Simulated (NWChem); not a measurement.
System: TiOCl cation; SMILES [O]=[Ti+][Cl]

Program: NWChem. Pople sets run with spherical d functions. Medium grid unless said otherwise, to which SCAN and Minnesota functionals are sensitive. The geometry was optimised at PBE0/def2-SVP. The spin multiplicity was typed, not searched, and may not be the lowest. B3LYP is NWChem's, with the RPA form of VWN correlation. Total energies of different functionals are on different scales.

| level | energy (Ha) | highest occupied level (eV) | orbital gap (eV) |
|---|---|---|---|
| B3LYP/6-31G* | -1384.6117 | -14.68 | 4.45 |
| PBE/6-31G* | -1384.1258 | -13.60 | 2.73 |
| BP86/6-31G* | -1384.7633 | (withheld) | (withheld) |
| M06-L/6-31G* | -1384.5725 | -13.88 | 3.15 |
| B3PW91/6-31G* | -1384.4742 | -14.75 | 4.63 |
| N12/6-31G* | -1384.6440 | -13.58 | 2.57 |
| PW6B95/6-31G* | -1385.5440 | -15.03 | 5.18 |

### Question
Some entries are withheld; supply them.

### Answer

- BP86/6-31G*, highest occupied level (eV): -13.71
- BP86/6-31G*, orbital gap (eV): 2.78
